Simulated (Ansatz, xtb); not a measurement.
Two isomers of BBeFH2IN

Structure X is `[F][Be][NH]BI`, a singlet and structure Y is `FB[NH][Be][I]`, a singlet. Both are isolated molecules in the gas phase, relaxed with r2SCAN-D4/def2-SVP; the shapes shown needn't be the lowest conformers.

X (Å):

```xyz
7

B    -0.1207    0.2035   -0.2312
Be   -0.2389   -1.9781    0.9517
F    -0.8516   -3.2082    1.1382
I     0.6800    2.1542   -0.6827
N     0.4402   -0.6220    0.7487
H     1.2520   -0.2640    1.2492
H    -1.0854   -0.1474   -0.8698
```

Y (Å):

```xyz
7

B    -1.1103    0.6475   -0.0542
Be    0.0860    2.9031   -0.4021
F    -2.0348   -0.0925    0.5667
I     1.5670    4.1627   -1.3702
N    -0.9537    2.0135    0.2758
H    -0.4209    0.1166   -0.8968
H    -1.5944    2.3409    1.0008
```

Estimate which is lower in electronic energy at CCSD(T)/def2-SVP + ΔMP2/def2-TZVPP, and by roughly how much.

The CCSD(T)/def2-SVP + ΔMP2/def2-TZVPP calculation puts structure Y lower, by 22.4 kJ/mol.

How the difference moves with the method:

```csv
level,geometry,E(Y) − E(X) (kJ/mol),departure from the last row (kJ/mol),"job, with rough time for the two"
GFN2-xTB,GFN2-xTB,−32.6,−10.2,"optimisation, 0.95 s"
HF/STO-3G,GFN2-xTB,−93.7,−71.3,"single point, 8.8 s"
r2SCAN-D4/def2-SVP//GFN2-xTB,GFN2-xTB,−33.5,−11.0,"single point, 14 s"
r2SCAN-D4/def2-SVP,r2SCAN-D4/def2-SVP,−30.7,−8.3,"optimisation, 3.1 min"
HF/def2-SVP,r2SCAN-D4/def2-SVP,−54.8,−32.3,part of the CCSD(T) run
MP2/def2-SVP,r2SCAN-D4/def2-SVP,−25.9,−3.5,part of the CCSD(T) run
CCSD(T)/def2-SVP,r2SCAN-D4/def2-SVP,−28.4,−6.0,single point
CCSD(T)/def2-SVP + ΔMP2/def2-TZVPP,r2SCAN-D4/def2-SVP,−22.4,,"single point, 1.9 min"
```

As drawn, Y has 1 B–F, 1 Be–I in place of 1 Be–F, 1 B–I.

None of the levels shown reverses the order. The largest departure from CCSD(T)/def2-SVP + ΔMP2/def2-TZVPP is that of HF/STO-3G, 71.3 kJ/mol. The last row adds to CCSD(T) the change of the MP2 difference between the two basis sets, here +6.0 kJ/mol.

With harmonic frequencies from r2SCAN-D4/def2-SVP (ideal gas, rigid rotor, one conformer each, 298.15 K, 1 atm): the zero-point term adds +1.1 kJ/mol; ΔH is −21.4 and ΔG −21.5 kJ/mol.

The correlated steps freeze 7 core orbitals; the filled d shell of I is correlated; the last core shell of Be is correlated, in a basis made for valence electrons. Atoms past krypton carry core potentials in the def2 sets, other sets are all-electron and non-relativistic, and no spin–orbit term is included. Run with Ansatz 0.2.0, xtb 6.7.1; the last row on 1 thread of AMD EPYC (Zen 3) on a shared host.
